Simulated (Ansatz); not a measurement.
Reaction (redistribution): `O[SiH2][GeH2][OH]` + `C=C[O][InH2]` → `C=C[SiH](O)[GeH2][OH]` + `[OH][InH2]`

Program: Ansatz. Geometries: PBE0-D4/def2-TZVP. ΔE: electronic, gas phase. CBS: MP2 limit from def2 TZ/QZ plus the TZ coupled-cluster correction, frozen cores. def2 core potentials past Kr. For Ge, In outer-core shells are correlated without core-valence functions, which leaves a few kJ/mol of doubt a bond. Scalar relativity is left out up to krypton. One conformer a species, not always the lowest.

```
         level  ΔE (kcal/mol)
 HF/def2-TZVPP          -10.5
MP2/def2-QZVPP          -17.0
```

What does CCSD(T)/CBS give? (Estimate.)

The calculation gave: -16.2 kcal/mol. The listed levels differ from it by 5.7, -0.8 kcal/mol.

Largest T1 diagnostic among the species: 0.017.

The D4 term adds −1.6 kcal/mol with B3LYP and −0.9 kcal/mol with PBE0; it sums over pairs of atoms, weighted by their polarisabilities, and B3LYP, whose exchange is more repulsive, gets the larger term. In def2-TZVPP, CCSD(T) changes the Hartree–Fock value by −4.8 kcal/mol (the triples alone add −0.4 kcal/mol) and MP2 by −6.1 kcal/mol.

B3LYP here is the variant with VWN-RPA as its local correlation; programs differ in this.
